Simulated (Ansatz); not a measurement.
Species: Cl$_{3}$Ga, SMILES `[Cl][Ga]([Cl])[Cl]` (charge 0, multiplicity 1), formula Cl3Ga.

Problem. How many basis functions does frozen-core CCSD(T)/cc-pVTZ // B3LYP-D3(BJ)/def2-TZVP in Ansatz (a first-principles code) use, how many core orbitals are frozen, and how many electrons are correlated?

Solution. 145 basis functions and 24 frozen orbitals, which leaves 34 correlated electrons (filled d shells below the valence shell are correlated). Core time is of the order of seconds.
